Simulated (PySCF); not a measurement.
C₄H₅ (SMILES C1=CC[CH-]1), charge -1, singlet, at a GFN2-xTB geometry (in this run its highest filled SCF level lies above zero, so its values depend strongly on the basis, on diffuse functions most of all). Base run: B3LYP/6-31G* in PySCF.

Here is a job for PySCF.
```python
from pyscf import gto, scf, dft

mol = gto.M(
    atom='''
C    -0.003359   -0.713136    0.730145
C     0.058079    0.679917    0.791595
C    -0.058679   -0.807129   -0.661348
C     0.003381    0.717752   -0.734871
H    -0.006971   -1.479675    1.514966
H    -0.487048    1.361164    1.458534
H     0.486429   -1.492445   -1.324122
H     0.893770    1.137841   -1.231763
H    -0.882716    1.208692   -1.170736
''',
    basis='6-31g*',
    charge=-1,
    spin=0,
    verbose=4,
)

mf = dft.RKS(mol)
mf.xc = 'b3lyp'
mf.kernel()
mo_i, mo_e, stable_i, stable_e = mf.stability(internal=True, external=True, return_status=True, nroots=6, tol=1e-6)
print('internally stable:', stable_i, ' externally stable:', stable_e)
if not stable_e:
    umf = mf.to_uhf() if not hasattr(mf, 'xc') else mf.to_uks()
    umf.scf_summary = {}
    umf.kernel(umf.make_rdm1(mo_e, umf.mo_occ))
```

The bond that is stretched is that between atoms 7 and 3. A test that says stable can miss a lower solution.

The base run was repeated with changes; each row names its change, and settings that it needs were set with it.

```csv
change,ΔE vs base (eV),<S^2>,E after following the instability (Eh),<S^2> there,HOMO-LUMO gap (eV),stability test says
base,0.00,0.000,-,-,4.88,stable
bond × 1.25,0.65,0.000,-,-,4.72,stable
bond × 1.5,1.65,0.000,-,-,3.98,stable
bond × 1.8,2.61,0.000,-155.19321,0.00,3.12,external instability
bond × 2.2,3.42,0.000,-155.16356,0.00,2.42,external instability
bond × 3.0,4.11,0.000,-155.15619,0.81,1.40,external instability
```

Where a bond breaks into two radicals, a solution with restricted orbitals usually stops being the lowest and lies too high; an unrestricted one lies lower at the price of spin contamination, which <S^2> shows.
